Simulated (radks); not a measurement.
Results of a calculation; reference values are marked as such.
How relativity changes the ionisation of the platinum ion Pt29+ ([Kr] 4d10 4f3) to Pt30+ ([Kr] 4d10 4f2). Spin-unpolarised spherical Kohn-Sham, LDA (Slater exchange, Perdew-Wang correlation), point nucleus unless stated (finite: rms radius 5.427 fm), a radial shooting solver on a logarithmic mesh with Libxc functionals. A level marked "c x" has the speed of light scaled by that factor and shares open shells by 2j + 1; other Dirac levels either fill j = l - 1/2 first or share by 2j + 1.

level,E(Pt29+) (hartree),E(Pt30+) (hartree),IE (eV),HOMO,<r> HOMO (bohr)
non-rel.,-16918.6134,-16880.8395,1027.9,4f,0.4019
scalar-rel.,-17995.5687,-17958.2564,1015.3,4f,0.4057
"scalar-rel., finite nucleus",-17991.7494,-17954.4367,1015.3,4f,0.4057
"Dirac, 2j+1 shares",-18028.6582,-17991.3615,1014.9,4f7/2,0.4074
"Dirac, low j first",-18029.0056,-17991.6007,1017.8,4f5/2,0.4042
"Dirac, 2j+1 shares, finite nucleus",-18024.7968,-17987.4996,1014.9,4f7/2,0.4074
"Dirac, c x 0.85",-18587.5341,-18550.4320,1009.6,4f7/2,0.4098
"Dirac, c x 2",-17161.5023,-17123.8442,1024.7,4f7/2,0.4032
"Dirac, c x 3",-17024.2525,-16986.5298,1026.5,4f7/2,0.4025

NIST Atomic Spectra Database: 1040 eV (theoretical). The relativistic part of the total energy of Pt29+ is -1106 hartree (Dirac, 2j+1 shares, finite nucleus), 6.5 % of the non-relativistic value. Spin polarisation and multiplet splitting of open shells are left out at every level.

Beside tabulated values, note that relativity, absent from the non-relativistic runs, is large for the heavy elements, and spin-unpolarised runs miss the spin-polarisation part of the exchange energy of open shells.
